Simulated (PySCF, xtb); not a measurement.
BiCl₃, SMILES [Cl][Bi]([Cl])[Cl].

Harmonic wavenumbers (cm⁻¹) from GFN2-xTB (xtb) at its own minimum, in rising order: 85, 85, 99, 280, 280, 309.

Q: What does PBE-D3(BJ)/def2-SVP in PySCF 2.14.0 give at its own minimum? (Estimate from the structure and the level; the computed values follow.)

A: 93, 93, 106, 322, 322, 335. Paired by order, the mean absolute difference is 22 cm⁻¹ and the zero-point energies are 1.6 and 1.8 kcal/mol.
